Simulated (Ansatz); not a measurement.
`B[SiH2][GeH3]` + `N[SiH2]F` → `B[SiH2]N[SiH2]F` + GeH₄ at 500 K and 1 bar (cleavage of the Si–Ge bond).

Gas-phase electronic energies from Ansatz, PBE0-D4/def2-TZVP geometries. CCSD(T)/CBS is the MP2 limit (def2-TZVPP, def2-QZVPP) plus CCSD(T) − MP2 in def2-TZVPP, frozen cores. For Ge outer-core shells are correlated without core-valence functions, which leaves a few kJ/mol of doubt a bond. Scalar relativity is left out up to krypton. One conformer a species, not always the lowest.

```
          species  CCSD(T)/CBS energy (Eh)  H − E (kJ/mol)  S (J/(mol·K))
  `B[SiH2][GeH3]`              -2394.14795           204.3          411.2
       `N[SiH2]F`               -446.07709           152.9          325.1
`B[SiH2]N[SiH2]F`               -761.73684           250.8          439.1
             GeH₄              -2078.49493            99.4          244.6
```

H − E and S are ideal-gas, rigid-rotor, harmonic terms from PBE0-D4/def2-TZVP, for one conformer and one mirror image of each species. 1 Eh = 2625.50 kJ/mol, R = 8.31446 J/(mol·K).

Task: By hand: ΔE, ΔH, ΔS and ΔG.

Result: ΔE = (-761.73684) + (-2078.49493) − (-2394.14795) − (-446.07709) = -0.00673 Eh = -17.7 kJ/mol. Δ(H − E) = 250.8 + 99.4 − 204.3 − 152.9 = -7.0, so ΔH = -24.7 kJ/mol. ΔS = 439.1 + 244.6 − 411.2 − 325.1 = -52.6 J/(mol·K). ΔG = -24.7 − 500 × (-52.6)/1000 = 1.6 kJ/mol.

Task: By hand: the equilibrium constant, and the temperature at which ΔG would vanish if ΔH and ΔS stayed fixed.

Result: log₁₀ K = −ΔG/(RT ln 10) = -0.2. ΔG = 0 at ΔH/ΔS = 470 K.

TΔS isn't small against ΔH here. The sign of ΔG lies within the doubt. A doubt of 5 kJ/mol in ΔE shifts log₁₀ K by 0.5 here. Other conformers and mirror images would add mixing entropy, several J/(mol·K) or more a flexible species. Modes under 60 cm⁻¹, often nearly free rotors, make the harmonic entropy too high. These are equilibria of isolated gas molecules and say nothing of rates. Largest T1 diagnostic: 0.013 (customary marks: 0.02 for closed shells, 0.045 for open ones).
